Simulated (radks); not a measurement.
Values are calculated unless marked as measured or tabulated.
Q: All-electron atom: the rhenium ion Re+ in [Xe] 4f14 5d5 6s1. Code: a radial shooting solver on a logarithmic mesh with Libxc functionals. Model: Dirac Kohn-Sham, Slater X-alpha with alpha = 0.559, spin-unpolarised, spherical densities, finite nucleus; open shells fill j = l - 1/2 first; Fermi nuclear charge, rms radius 5.3698 fm. Some entries of the table are withheld. Estimate them.

orbital,occ.,eigenvalue (hartree),<r^2> (bohr^2)
1s1/2,2,-2622.168,(1)
2s1/2,2,-453.8674,0.006843
2p1/2,2,-434.3258,0.004876
2p3/2,4,-381.6941,0.006076
3s1/2,2,-105.0026,0.04472
3p1/2,2,-96.27264,0.04097
3p3/2,4,-84.86591,0.04756
3d3/2,4,-70.13985,0.03680
3d5/2,6,-67.66654,0.03860
4s1/2,2,-21.93456,0.2207
4p1/2,2,-18.30376,0.2271
4p3/2,4,-15.63562,0.2626
4d3/2,4,-9.66675,0.2850
4d5/2,6,-9.17556,0.2983
5s1/2,2,-3.26468,1.222
5p1/2,2,-2.17048,1.489
5p3/2,4,-1.77121,1.780
4f5/2,6,(2),0.4247
4f7/2,8,(3),0.4389
6s1/2,1,-0.40628,9.920
5d3/2,4,-0.40038,4.320
5d5/2,1,-0.36904,4.714

A: 
(1) 1s1/2 <r^2> (bohr^2): 0.0004493
(2) 4f5/2 eigenvalue (hartree): -1.67682
(3) 4f7/2 eigenvalue (hartree): -1.58663
